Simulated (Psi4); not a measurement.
C7H15 (SMILES [CH2]CCCCCC), doublet, at a GFN2-xTB geometry, with bond 12-3 at 2.0 times its length. Base run: Psi4 1.11 with CAM-B3LYP/STO-3G.

Geometry (Å):
```xyz
22

C     -3.7996     0.5936     0.1703
C     -2.6371    -0.3024     0.2457
C     -1.3065     0.4575     0.0133
C     -0.1028    -0.4758     0.0924
C      1.2101     0.2700    -0.1362
C      2.4192    -0.6594    -0.0582
C      3.7259     0.0903    -0.2870
H     -4.1066     1.1597     1.0283
H     -4.2379     0.8371    -0.7781
H     -2.7096    -1.0854    -0.5139
H     -2.5828    -0.7739     1.2306
H     -1.1197     2.0306     1.5160
H     -1.3391     0.9347    -0.9681
H     -0.2053    -1.2641    -0.6573
H     -0.0794    -0.9550     1.0742
H      1.3130     1.0584     0.6133
H      1.1872     0.7493    -1.1178
H      2.3170    -1.4475    -0.8078
H      2.4428    -1.1384     0.9234
H      4.5732    -0.5888    -0.2274
H      3.7298     0.5588    -1.2688
H      3.8557     0.8679     0.4626
```
Charge 0, spin multiplicity 2.
Orbitals are unrestricted.
All else is at Psi4's defaults (density fitting).
Base energy -272.02922 Eh.

The base run was repeated with changes; each row names its change, and settings that it needs were set with it.

```tsv
change	ΔE vs base (mEh)	SCF cycles	grid points	basis functions	outcome
base	0.000	11	463086	50	converged
dft_spherical_points = 974	-0.020	11	1489425	50	converged
dft_spherical_points = 590	-0.020	11	902944	50	converged
dft_pruning_scheme = robust	0.000	11	314900	50	converged
guess = modhuckel	-20.656	20	463086	50	another SCF solution
df_basis_scf = def2-universal-jkfit	0.000	11	463086	50	converged
dft_radial_points = 50	0.000	11	313445	50	converged
dft_spherical_points = 434	-0.024	11	664700	50	converged
guess = gwh	0.000	13	463086	50	converged
scf_type = out_of_core	2.073	11	463086	50	converged
dft_basis_tolerance = 1e-8	0.000	11	458869	50	converged
damping_percentage = 50	-	-	-	50	not converged
dft_radial_scheme = mura	0.000	11	471145	50	converged
```

A guess, shift, damping, solver or small numerical setting can't move a converged solution much, so rows marked as another SCF solution ended in a different state.

Open shells are given as the SCF converged; they aren't shown to be the lowest states, and a large step between rows can be another state.
